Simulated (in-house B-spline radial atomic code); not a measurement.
Ionisation energies along the 48-electron series, configuration [Kr] 4d10 5s2, as differences of self-consistent energies. Dirac energy differences include first-order Breit, QED and recoil terms. NIST's values go from ground level to ground level; the uncertainty of those that are theory runs from under 0.1 % in few-electron ions to several per cent in heavy many-electron ones. Computed with a B-spline radial code for spherical atoms: Dirac-Hartree-Fock, average of the configuration, finite nuclei.

```json
{"ion": "Cs7+", "configuration after": "[Kr] 4d10 5s1", "ionisation energy (eV)": "108.34", "IE/(q+1)² (eV)": "1.6928", "-ε less Coulomb ΔSCF (eV)": "0.22064", "Breit and QED recoil part (eV)": "-0.097423", "tabulated value (eV)": "110.1", "tabulated kind": "semi-empirical", "computed minus tabulated (eV)": "-1.76"}
{"ion": "Ba8+", "configuration after": "[Kr] 4d10 5s1", "ionisation energy (eV)": "128.38", "IE/(q+1)² (eV)": "1.5849", "-ε less Coulomb ΔSCF (eV)": "0.22045", "Breit and QED recoil part (eV)": "-0.11576", "tabulated value (eV)": "130.5", "tabulated kind": "semi-empirical", "computed minus tabulated (eV)": "-2.12"}
{"ion": "La9+", "configuration after": "[Kr] 4d10 5s1", "ionisation energy (eV)": "?", "IE/(q+1)² (eV)": "?", "-ε less Coulomb ΔSCF (eV)": "?", "Breit and QED recoil part (eV)": "?", "tabulated value (eV)": "?", "tabulated kind": "semi-empirical", "computed minus tabulated (eV)": "?"}
{"ion": "Ce10+", "configuration after": "[Kr] 4d10 5s1", "ionisation energy (eV)": "?", "IE/(q+1)² (eV)": "?", "-ε less Coulomb ΔSCF (eV)": "?", "Breit and QED recoil part (eV)": "?", "tabulated value (eV)": "?", "tabulated kind": "tabulated theory", "computed minus tabulated (eV)": "?"}
{"ion": "Pr11+", "configuration after": "[Kr] 4d10 5s1", "ionisation energy (eV)": "196.29", "IE/(q+1)² (eV)": "1.3631", "-ε less Coulomb ΔSCF (eV)": "0.22219", "Breit and QED recoil part (eV)": "-0.18175", "tabulated value (eV)": "196", "tabulated kind": "tabulated theory", "computed minus tabulated (eV)": "0.29"}
{"ion": "Nd12+", "configuration after": "[Kr] 4d10 5s1", "ionisation energy (eV)": "221.48", "IE/(q+1)² (eV)": "1.3106", "-ε less Coulomb ΔSCF (eV)": "0.22325", "Breit and QED recoil part (eV)": "-0.20765", "tabulated value (eV)": "221", "tabulated kind": "tabulated theory", "computed minus tabulated (eV)": "0.48"}
{"ion": "Pm13+", "configuration after": "[Kr] 4d10 5s1", "ionisation energy (eV)": "247.95", "IE/(q+1)² (eV)": "1.2651", "-ε less Coulomb ΔSCF (eV)": "0.22448", "Breit and QED recoil part (eV)": "-0.23564", "tabulated value (eV)": "248", "tabulated kind": "tabulated theory", "computed minus tabulated (eV)": "-0.05"}
```

Question: Fill in the row of La9+.

Answer: ionisation energy (eV): 149.73; IE/(q+1)² (eV): 1.4973; -ε less Coulomb ΔSCF (eV): 0.22072; Breit and QED recoil part (eV): -0.13588; tabulated value (eV): 151.4; computed minus tabulated (eV): -1.67.

Question: Fill in the row of Ce10+.

Answer: ionisation energy (eV): 172.37; IE/(q+1)² (eV): 1.4245; -ε less Coulomb ΔSCF (eV): 0.22133; Breit and QED recoil part (eV): -0.15785; tabulated value (eV): 172; computed minus tabulated (eV): 0.37.

Question: How far is this level of theory from the measured and semi-empirical values?

Answer: Over those 3 rows the differences run from -2.12 to -1.67 eV (mean absolute value 1.9 eV). The calculation leaves out correlation and, in open shells, the multiplet splittings that an average leaves out.
